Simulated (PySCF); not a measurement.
B3LYP has the VWN-RPA correlation part, as in Gaussian. Delta-SCF ions had no search for a lower state. Excitations are Tamm–Dancoff values on a coarser integration grid. The basis has no diffuse functions, so Rydberg states are missing or too high.

Z-matrix (Å, degrees):
```
Ga
F 1 1.7337
F 1 1.7337 2 120.00
F 1 1.7337 2 120.00 3 -180.00
```
Charge 0, multiplicity 1.

Predict the vertical ionisation energy (Delta-SCF), HOMO–LUMO gap, dipole moment, S1 excitation (TDA), brightest of the four lowest singlets (TDA), LUMO, HOMO and T1 excitation (TDA) from PySCF with B3LYP-D3(BJ)/def2-TZVP.


The vertical ionisation energy (Delta-SCF) is 14.28 eV, the HOMO–LUMO gap is 8.58 eV and the dipole moment comes out as 0.00 D. The S1 excitation (TDA) comes out as 7.11 eV, the brightest of the four lowest singlets (TDA) comes out as 7.41 eV and the LUMO is -2.88 eV. The HOMO comes out as -11.46 eV. The T1 excitation (TDA) is 6.74 eV.
